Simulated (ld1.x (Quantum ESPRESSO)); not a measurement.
## What one change does to a pseudopotential (Te (Z = 52), ultrasoft)

tellurium, ultrasoft, made with ld1.x (Quantum ESPRESSO) 7.5 (LDA (PZ), scalar-relativistic). Core [Ar] 3d10, reference 4s2 4p6 4d10 5s2 5p3.5 (charge +0.5). Waves: 4s (bound): rcut 1.25, rcutus 1.55 bohr; 5s (bound): rcut 1.25, rcutus 1.55 bohr; 4p (bound): rcut 1.10, rcutus 1.15 bohr; 5p (bound): rcut 1.10, rcutus 1.15 bohr; 4d (bound): rcut 0.75, rcutus 1.05 bohr; 4d channel at -0.6 Ry: rcut 0.75, rcutus 1.05 bohr. Local part: all-electron potential smoothed inside 1.25 bohr (lloc = -2). Core correction: Bessel-smoothed model core, default radius (core density twice the valence density). Augmentation charge: PSQ, radius 0.70 bohr.

All-electron outer shells of the reference configuration (LDA (PZ), scalar-relativistic, ld1.x):

```csv
shell,level (eV),outermost node (bohr),outermost maximum (bohr)
3p,-807.84,0.13,0.29
3d,-564.68,–,0.24
4s,-168.35,0.38,0.70
4p,-118.55,0.38,0.74
4d,-46.04,0.36,0.81
5s,-19.41,0.91,1.77
5p,-9.87,1.00,2.11
```

Change: local potential all-electron potential smoothed inside 1.64 bohr (lloc = -2).

Cutoffs: the cutoffs (Ry, on a coarse ladder) from which the occupation-weighted sum of valence levels, in a spherical-Bessel basis at the reference potential, stays within 10 and 1 mRy of its value at 400 Ry; they do not see the model core or the augmentation charge, which bear on the density cutoff. Errors are all-electron minus pseudo energies relative to the spin-unpolarised reference configuration.

Task: What does the change do?

Result: The potential gets neither clearly harder nor softer (140 Ry and 230 Ry → 140 Ry and 230 Ry); of the 9 tests that both files solve, the error grows in 1 and shrinks in 3 by more than 15 % and 0.3 meV (median size 4.2 → 3.6 meV); neither file shows a bound ghost.

| quantity | base | changed |
| --- | --- | --- |
| cutoff, loose | 140 Ry | 140 Ry |
| cutoff, tight | 230 Ry | 230 Ry |
| bound ghosts | none | none |
| error for 4s2 4p6 4d10 5s2 5p4, meV [ΔE -3.98 eV] | +0.6 | +0.8 |
| error for 4s2 4p6 4d10 5s2 5p3, meV [ΔE 5.93 eV] | -1.1 | -1.3 |
| error for 4s2 4p6 4d10 5s2 5p2, meV [ΔE 24.10 eV] | -5.7 | -5.8 |
| error for 4s2 4p6 4d9 5s2 5p4, meV [ΔE 45.33 eV] | -14 | -8.3 |
| error for 4s2 4p6 4d10 5s1 5p5, meV [ΔE 5.37 eV] | -4.2 | -3.6 |
| error for 4s2 4p6 4d9 5s2 5p5, meV [ΔE 34.17 eV] | -8.6 | -5.0 |
| error for 4s2 4p6 4d10 5s2 5p0, meV [ΔE 88.24 eV] | -33 | -27 |
| error for 4s2 4p6 4d10 5s2 5p3.5 (spin-polarised), meV [ΔE -0.82 eV] | -0.1 | 0.0 |
| error for 4s2 4p6 4d10 5s2 5p4 (spin-polarised), meV [ΔE -4.46 eV] | +0.5 | +0.8 |
| lowest overlap eigenvalue by channel | s 0.62, p 0.17, d 0.88 | s 0.63, p 0.21, d 0.98 |
